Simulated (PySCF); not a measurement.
Below is a simulated gas-phase Si 2p photoelectron spectrum of `OB(O)[SiH3]`.

Every computed line was given a Gaussian of 0.8 eV full width at half maximum and an area set by the number of equivalent atoms (split 2:1 within a doublet); the highest printed point is 100. Method used: delta-SCF UKS SCAN, pcX-2 on the ionised atom, pcseg-1 elsewhere, spin-free X2C (PySCF 2.14.0).

(binding energy (eV), intensity): (105.1, 0), (105.2, 1), (105.3, 2), (105.4, 4), (105.5, 8), (105.6, 15), (105.7, 25), (105.8, 38), (105.9, 54), (106.0, 71), (106.1, 86), (106.2, 96), (106.3, 100), (106.4, 99), (106.5, 93), (106.6, 85), (106.7, 77), (106.8, 68), (106.9, 59), (107.0, 50), (107.1, 40), (107.2, 30), (107.3, 21), (107.4, 14), (107.5, 8), (107.6, 4), (107.7, 2), (107.8, 1), (107.9, 0), (108.0, 0)

Problem. How many maxima does the curve show, and how many computed lines lie under it?

Solution. The curve has 1 maximum (at 106.3 eV). Under it lie 2 lines from 1 inequivalent silicon site, drawn as a 2p3/2, 2p1/2 pair. At this width some lines have no maximum of their own.

Problem. Decompose the envelope and assign each component. Numbering: `[OH:1][B:2]([OH:3])[SiH3:4]`.

Solution. 
```tsv
position (eV)	relative area	line	atoms	environment
106.25	0.67	Si 2p3/2	Si4	SiH3 silicon
106.87	0.33	Si 2p1/2	Si4	SiH3 silicon
```

Problem. What are the centre and the root-mean-square width of the whole band?

Solution. The area-weighted mean of the lines is 106.45 eV. Their own spread about it is 0.29 eV (rms) and each Gaussian has σ = 0.8/2.355 = 0.34 eV; the variances add, which gives 0.45 eV.

The curve has no shake-up lines and no vibrational structure. Spin–orbit coupling isn't in the SCF: each 2p doublet comes from a relaxed spin-free hole plus a matrix of the shell (mean-field spin–orbit coupling and the ground-state 2p splitting), with 2p3/2 averaged over its two sublevels. 2p1/2 minus 2p3/2 (ligand field included): Si 0.62 eV. The structure is a single PBE0-D3(BJ)/def2-SVP conformer in the gas phase; no vibrational or solvent corrections.

On an Arm Neoverse V1 with one thread (shared host), this took 17 s wall.

Conformer computed: `[OH:1][B:2]([OH:3])[SiH3:4]`: H–O1–B2–O3 0°, H–O3–B2–O1 0°.
